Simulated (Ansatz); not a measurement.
Reaction (ligand exchange at the In–Se bond): `[CH3][InH][SeH]` + H₂S → `[CH3][InH][SH]` + H₂Se

Isolated molecules relaxed with PBE0-D4/def2-TZVP in Ansatz; ΔE leaves out vibrations. CCSD(T)/CBS is the MP2 limit (def2-TZVPP, def2-QZVPP) plus CCSD(T) − MP2 in def2-TZVPP, frozen cores. This one scheme is used for every species. def2 core potentials past Kr. For In, Se outer-core shells are correlated without core-valence functions, which leaves a few kJ/mol of doubt a bond. Scalar relativity is left out up to krypton. One conformer a species, not always the lowest.

```csv
species,CCSD(T)/CBS(def2) energy (Eh)
`[CH3][InH][SeH]`,-2631.60482
H₂S,-398.97279
`[CH3][InH][SH]`,-628.67128
H₂Se,-2401.89790
```

(1) Work out ΔE.

Largest T1 diagnostic among the species: 0.013.

Answers

(1) ΔE = (-628.67128) + (-2401.89790) − (-2631.60482) − (-398.97279) = 0.00843 Eh = +5.3 kcal/mol.

Leaving LDA and LC-ωPBE aside and taking each functional with its dispersion term where it has one, the values, not all of them listed here, spread over 2.0 kcal/mol, from B97M-V to BHLYP-D4.
